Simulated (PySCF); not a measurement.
Task: Write Cartesian coordinates for InChI=1S/C9H8ClN/c1-2-3-4-8-5-6-11-7-9(8)10/h5-7H,4H2,1H3 as optimised with PBE0-D3(BJ)/def2-SVP.

Result: 
```xyz
19
C9H8ClN angstrom
C     -3.8225    1.0883   -0.3454
C     -2.6261    0.2704   -0.2284
C     -1.6349   -0.4203   -0.1326
C     -0.4465   -1.2529   -0.0192
C      0.8371   -0.5118    0.2584
C      0.9018    0.8736    0.4050
C      2.1281    1.4826    0.6621
N      3.2702    0.8114    0.7801
C      3.2301   -0.5073    0.6431
C      2.0482   -1.2025    0.3845
Cl     2.0980   -2.9264    0.2212
H     -3.6165    2.0186   -0.8974
H     -4.6177    0.5496   -0.8836
H     -4.2153    1.3651    0.6454
H     -0.5894   -2.0077    0.7746
H     -0.3121   -1.8450   -0.9419
H     -0.0127    1.4637    0.3166
H      2.1855    2.5705    0.7785
H      4.1697   -1.0622    0.7389
```

Orientation and origin are arbitrary. Atoms count from 1 in this order. The 6-membered ring C5–C6–C7–N8–C9–C10 has internal angles of 116.1° to 123.5°; it is planar, 0.00 Å rms from its mean plane, widest ring torsion 0°. The 11 heavy atoms lie in one plane (0.002 Å rms). Of the pairs four or more bonds apart, C3···H17 is among the closest relative to their van der Waals radii: 2.53 Å, 87 % of the sum of Bondi's values. The C–C distances run from 1.212 Å (C2≡C3, drawn triple) to 1.508 Å (C4–C5, drawn single), a spread of 0.296 Å.

Bonds between heavy atoms (Å): C1–C2 1.454, C2≡C3 1.212, C3–C4 1.455, C4–C5 1.508, C5–C6 1.395, C6–C7 1.393, C7–N8 1.330, N8–C9 1.326, C9–C10 1.395, C10–Cl11 1.732, C5–C10 1.400.

Theory: PBE0-D3(BJ)/def2-SVP geometry optimisation, gas phase in PySCF 2.14.0.

No PBE0-D3(BJ)/def2-SVP frequencies stand behind this structure, so it isn't proved a minimum. The numbers are those of one conformer (C3–C4–C5–C6 0°).
